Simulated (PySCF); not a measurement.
# Energy and ionisation energy along a bond of AlBFH2

Calculated results; nothing here was measured. The program is PySCF 2.14.0, an open-source quantum chemistry code, run on an isolated molecule that a program drew, which may never have been made. The molecule is AlBFH2 (charge 0, doublet), drawn as the SMILES string `F[BH][AlH]`.

The structure below is the HF double-zeta minimum with every atom moved a little at random, so it isn't optimised. Bond B2-H4 is then set to each length in the table by shifting atom 4 along it, with nothing else relaxed.
```xyz
5
AlBFH2, angstrom
F    -1.4996    0.0310    1.7380
B    -1.3092   -0.4739    0.5145
Al    0.4224    0.0993   -0.6543
H    -2.1270   -1.3057    0.1741
H     0.3690    1.2679   -1.7346
```

E is the energy above the same method's energy at the HF double-zeta minimum. IE is the energy to remove one electron at fixed geometry, to the singlet state of charge +1, as a difference of total energies. The basis family is cc-pV(n+d)Z, with UHF for radicals and no spin-orbit coupling. Best is HF at quadruple zeta, plus MP2 correlation extrapolated from triple and quadruple zeta, plus CCSD(T) minus MP2 at triple zeta, with a frozen core. The other columns are at triple zeta.

| bond (Å) | E CCSD (kcal/mol) | E r2SCAN (kcal/mol) | E CCSD(T) (kcal/mol) | E best (kcal/mol) | IE CCSD (eV) | IE r2SCAN (eV) | IE CCSD(T) (eV) | IE best (eV) | T1 |
|---|---|---|---|---|---|---|---|---|---|
| 1.0801 | 4.77 | 4.97 | 4.87 | 4.73 | 7.459 | 7.670 | 7.461 | 7.514 | 0.020 |
| 1.1961 | ? | ? | ? | ? | ? | ? | ? | ? | ? |
| 1.2151 | 0.02 | 0.01 | 0.02 | 0.02 | 7.496 | 7.699 | 7.498 | 7.550 | 0.020 |
| 1.3301 | 3.39 | 3.08 | 3.28 | 3.37 | 7.534 | 7.729 | 7.534 | 7.585 | 0.020 |
| 1.4921 | 13.68 | 12.86 | 13.37 | 13.55 | 7.591 | 7.777 | 7.589 | 7.639 | 0.021 |

T1 is the CCSD diagnostic of the starting molecule.

**Estimate the best E and IE at 1.1961 Å from the other rows.**

A cubic in the inverse of the bond length through the other values of E best gives -0.02 kcal/mol there. A least-squares quadratic in the bond length through IE best gives 7.545 eV. The calculation gives -0.01 kcal/mol and 7.544 eV, so the fits miss by 0.01 kcal/mol and 0.001 eV. The same recipe one zeta lower moves these two values by 0.00 kcal/mol and 0.04 eV, a gauge of their own error. The rest of the row: E is -0.01 (CCSD), 0.02 (r2SCAN), 0.01 (CCSD(T)); IE is 7.490 (CCSD), 7.694 (r2SCAN), 7.492 (CCSD(T)); T1 is 0.020.
